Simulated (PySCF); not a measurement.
Polarisability of `C[C@@H](F)C[Si+](C)C`

Compound: C₅H₁₂FSi (charge +1).
SMILES with atom numbers: `[CH3:1][C@@H:2]([F:3])[CH2:4][Si+:5]([CH3:6])[CH3:7]` (hydrogens: H8, H9, H10 on C1; H11 on C2; H12, H13 on C4; H14, H15, H16 on C6; H17, H18, H19 on C7)

Structure used (GFN2-xTB), in Å, numbered top down from 1:
```xyz
19
C5H12FSi angstrom
C     -2.7648   -0.4337   -0.0282
C     -1.4924    0.3615   -0.2045
F     -0.9378    0.6438    1.0597
C     -0.3911   -0.3822   -0.9813
Si     1.2238    0.0042   -0.0515
C      2.0511    1.6671   -0.3513
C      1.8016   -1.2621    1.2127
H     -3.2037   -0.6406   -0.9997
H     -3.4798    0.1321    0.5640
H     -2.5625   -1.3733    0.4805
H     -1.6934    1.3448   -0.6405
H     -0.6006   -1.4555   -0.9699
H     -0.3932   -0.0717   -2.0262
H      1.7735    2.1012   -1.3134
H      3.1375    1.5905   -0.3236
H      1.7609    2.3799    0.4219
H      0.9769   -1.5808    1.8524
H      2.2032   -2.1545    0.7323
H      2.5808   -0.8614    1.8605
```

Level: B3LYP/def2-SVPD (PySCF), static field, nuclei fixed, core orbitals frozen in the response. The polarisability tensor in these axes (au):

```
x   93.26  3.91  3.92
y    3.91 79.97 -5.70
z    3.92 -5.70 72.22
```

Q: Give the principal values, the mean and the anisotropy Δα = √{½[(α1 − α2)² + (α2 − α3)² + (α1 − α3)²]}.

A: Principal values 68.08, 82.77 and 94.59 au; mean 81.81 au = 12.12 Å³ = 13.49 × 10⁻⁴⁰ C²·m²/J; Δα = 23.00 au (28 % of the mean).

Q: What are the principal values of the traceless quadrupole moment, Θ = ½Σq(3rr − r²1), about the centre of nuclear charge?

A: -12.01, -2.21, 14.22 D·Å. The values depend on the origin, since the species is charged. The electronic extent ⟨r²⟩ about the same centre is 1139 bohr², a root-mean-square distance of 2.23 Å for the 64 electrons.

Q: Sum over states: ᾱ = Σ f/ω², ω in Eh. What share falls to these 8 lowest TDDFT singlets (eV, f)? 5.01, 0.0215; 5.25, 0.0033; 5.72, 0.0031; 5.91, 0.0002; 6.69, 0.0253; 6.85, 0.0049; 7.28, 0.0094; 7.63, 0.0298.

A: They add up to 1.80 au, 2.2 % of the 81.81 au; the largest single term is 0.63 au, from the state at 5.01 eV. Terms in order: 0.63, 0.09, 0.07, 0.00, 0.42, 0.08, 0.13, 0.38 au. Higher excitations give the rest. The strengths listed sum to 0.097.

Q: Directions of the eigenvectors, and the extent of the frame along each?

A: Largest value along (0.97, 0.21, 0.12), where the nuclei span 6.71 Å; middle along (-0.13, 0.85, -0.51), 4.72 Å; least along (-0.21, 0.48, 0.85), 3.09 Å. The response follows the extents in order.

Q: What depolarisation ratio follows for Rayleigh scattering of linearly polarised light, taking the static tensor?

A: ρ = 3Δα²/(45ᾱ² + 4Δα²) = 1587.1/(301206 + 2116.2) = 0.00523.

Isolated species at its GFN2-xTB geometry (one conformer only).

The run behind these numbers computed excited states as well. Hardware: Arm Neoverse V2, one thread, no GPU (shared host). Cost: 49 s.
